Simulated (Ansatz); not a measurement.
Total energies of Mo3H3Se9 from Ansatz at PBE0-D4/def2-TZVP, gas phase (1 Eh = 27.2114 eV = 2625.5 kJ/mol). The reference geometry is relaxed at PBE-D4/def2-SVP.

Cartesian coordinates in Å:
```
Mo 0.991 -0.755 -0.729
Mo 0.726 1.442 1.114
Mo -1.553 0.080 -0.347
Se 2.771 -1.987 -2.339
Se -0.760 -0.852 -2.420
Se 2.246 -2.789 -0.157
Se 2.130 1.315 -0.970
Se 2.424 1.436 2.657
Se -1.219 2.367 -0.504
Se -0.173 -0.794 1.528
Se -0.429 3.036 2.706
Se -3.796 -0.710 0.291
H 1.842 -2.882 -3.102
H -1.731 3.256 2.000
H -3.469 -2.165 0.270
```

```
                 state                    geometry   energy (Eh)
      charge 0 doublet                   reference  -21818.44192
     charge -1 singlet                   reference  -21818.55007
      charge 0 quartet  relaxed at PBE-D4/def2-SVP  -21818.41355
 free Mo atom (septet)                           –     -68.10433
free Se atom (triplet)                           –   -2401.20505
 free H atom (doublet)                           –      -0.50104
```

In the def2 sets Mo takes a core potential; there is no spin–orbit coupling. Single mean-field runs in def2-TZVP are fitted with def2-universal-jkfit.

**Question.** Work out the vertical electron affinity, to the singlet.

**Answer.** E(charge 0 doublet) − E(charge -1 singlet) = -21818.44192 − (-21818.55007) = 0.10815 Eh = 2.94 eV. The basis lacks diffuse functions, which makes affinities too small.

**Question.** Which of the charge 0 states is lowest, and how far above it are the others?

**Answer.** The doublet. quartet: -21818.41355 − (-21818.44192) = 0.02837 Eh = 74.5 kJ/mol. The quartet differs in its bonds from the reference.

**Question.** What is the binding energy per atom against free atoms?

**Answer.** Atoms: 3 × (-68.10433) + 9 × (-2401.20505) + 3 × (-0.50104) = -21816.66156 Eh. Binding: -21816.66156 − (-21818.44192) = 1.78036 Eh = 48.45 eV, or 3.23 eV for each of 15 atoms (no zero-point energy, no counterpoise term).

A triplet lies near this restricted singlet, and broken spin symmetry wasn't tried.
